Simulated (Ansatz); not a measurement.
A structure relaxed at PBE0-D4/def2-TZVP, charge 0, multiplicity 1:

```xyz
9

C     0.6490    2.0630    1.3592
C    -0.0203    1.1328    0.9802
Si   -0.8569   -0.3149    0.2621
F    -2.2688    0.1673   -0.2970
F    -1.1854   -1.3252    1.4497
Ga    0.5106   -1.3318   -1.4540
H     1.2258    2.8900    1.7072
H     0.3878   -0.8496   -2.9405
H     1.5583   -2.4316   -1.0669
```

Question: Give its formula and SMILES.

Answer: C2H3F2GaSi, `C#C[Si](F)(F)[GaH2]`.

Question: Point group (tolerance 0.08 Å, 0.16 Å for H)?

Answer: Cs.

Question: Summarise the bond lengths by kind.

Answer: 1 × C–C 1.207 Å; 1 × C–H 1.067 Å; 1 × C–Si 1.820 Å; 2 × F–Si 1.593 Å; 1 × Ga–Si 2.419 Å; 2 × Ga–H 1.567 Å.

Computed with Ansatz.
